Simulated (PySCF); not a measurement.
## Correlation energy of Kr²⁺ (krypton, charge +2)

[Ar] 3d10 4s2 4p4, high-spin 3P determinant. All numbers are calculated (PySCF 2.14, no relativity, point nucleus, in pcseg-2). Frozen: [Ar] 3d10; 6 electrons correlated.

MP2 pair energies summed by pair of shells (mhartree):

```tsv
pair	energy	share (%)
4p-4p	-49.57	46.5
4s-4p	-49.21	46.1
4s-4s	-7.92	7.4
```

Total MP2 correlation energy: -106.70 mhartree.

Same-spin part -24.09 and opposite-spin part -82.61 mhartree; SCS-MP2 scales them by 1/3 and 6/5 to -107.16 mhartree.

```csv
level,correlation energy (mhartree)
CCSD,-126.85
(T),-3.00
CCSD(T),-129.85
```

Diagnostics: T1 = 0.0065, D1 = 0.0210, largest double amplitude 0.049.

Cost of the coupled-cluster step: 0.56 s of wall time on 1 thread of Neoverse-N1 (shared host), for 6 correlated electrons.

Iterations:

```
CC2 = 0
CCSD nocc = (np.int64(4), np.int64(2)), nmo = (29, 29)
frozen orbitals [[0, 1, 2, 3, 4, 5, 6, 7, 8, 9, 10, 11, 12, 13], [0, 1, 2, 3, 4, 5, 6, 7, 8, 9, 10, 11, 12, 13]]
max_cycle = 100
direct = 0
conv_tol = 1e-08
conv_tol_normt = 1e-06
diis_space = 8
diis_start_cycle = 0
Init t2, MP2 energy = -0.106697990445165
Init E_corr(UCCSD) = -0.106697990453185
cycle = 1  E_corr(UCCSD) = -0.122357171341173  dE = -0.0156591809  norm(t1,t2) = 0.0358044
cycle = 2  E_corr(UCCSD) = -0.125571752166611  dE = -0.00321458083  norm(t1,t2) = 0.0108819
cycle = 3  E_corr(UCCSD) = -0.12689168349002  dE = -0.00131993132  norm(t1,t2) = 0.00399772
cycle = 4  E_corr(UCCSD) = -0.126853189820907  dE = 3.84936691e-05  norm(t1,t2) = 0.000404486
cycle = 5  E_corr(UCCSD) = -0.126854371097201  dE = -1.18127629e-06  norm(t1,t2) = 5.03705e-05
cycle = 6  E_corr(UCCSD) = -0.126854335756087  dE = 3.53411138e-08  norm(t1,t2) = 7.84833e-06
cycle = 7  E_corr(UCCSD) = -0.126854429266243  dE = -9.35101561e-08  norm(t1,t2) = 1.19838e-06
cycle = 8  E_corr(UCCSD) = -0.126854406736662  dE = 2.25295804e-08  norm(t1,t2) = 2.83507e-07
cycle = 9  E_corr(UCCSD) = -0.126854407690144  dE = -9.53481349e-10  norm(t1,t2) = 5.30459e-08
UCCSD converged
E(UCCSD) = -2750.815292885442  E_corr = -0.1268544076901437
UCCSD(T) correction = -0.00300081824126958
```
